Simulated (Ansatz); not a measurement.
Species: PH₅, net charge 0, singlet state. 
Structure (B3LYP-D3(BJ)/def2-TZVP (Ansatz, a quantum-chemistry and plane-wave program) minimum search):
```xyz
6

P      0.0000     0.0000     0.0000
H      0.0076    -0.0062     1.4787
H     -0.0076     0.0062    -1.4787
H      1.4251     0.0061    -0.0073
H     -0.7179     1.2311     0.0089
H     -0.7073    -1.2373    -0.0016
```
Charge 0, spin multiplicity 1.

Total electronic energies in hartree. Correlated levels leave the core frozen unless marked. No spin-orbit coupling. Non-relativistic. CBS(X,Y): correlation extrapolated as X^-3; Hartree-Fock from the larger set. The bracket is a focal-point correction in the basis named.

```csv
level,program,energy (Eh)
HF/cc-pV(T+d)Z,Ansatz,-343.55791
HF/cc-pVTZ,Ansatz,-343.55055
BLYP-D4/def2-TZVPD,Ansatz + dftd4,-344.25427
revPBE-D3(BJ)/def2-TZVPD,Ansatz + dftd3,-344.21032
HSE06-D4/def2-TZVPD,Ansatz + dftd4,(withheld)
MP2/aug-cc-pV(T+d)Z,Ansatz,-343.76757
"RI-MP2/CBS(cc-pV(T+d)Z,cc-pV(Q+d)Z)",Ansatz,-343.7925
"RI-MP2/CBS(def2-TZVPP,def2-QZVPP)",Ansatz,-343.7935
SCS-MP2/6-31G,Ansatz,-343.48653
CCSD/def2-SVP,Ansatz,-343.62006
CCSD(T)/cc-pV(T+d)Z,Ansatz,-343.80491
CCSD(T) with core electrons (1s frozen past Ne)/cc-pwCVTZ,Ansatz,-344.07037
"RI-MP2/CBS(cc-pV(T+d)Z,cc-pV(Q+d)Z)+[CCSD(T)-MP2]/cc-pV(T+d)Z",Ansatz,-343.8341
"RI-MP2/CBS(def2-TZVPPD,def2-QZVPPD)+[CCSD(T)-MP2]/def2-TZVPPD",Ansatz,-343.8349
"CCSD(T)/CBS(def2-TZVPPD,def2-QZVPPD)",Ansatz,-343.8314
```

**Question.** What belongs in the gaps?

**Answer.** 
- HSE06-D4/def2-TZVPD, energy (Eh): -344.12288
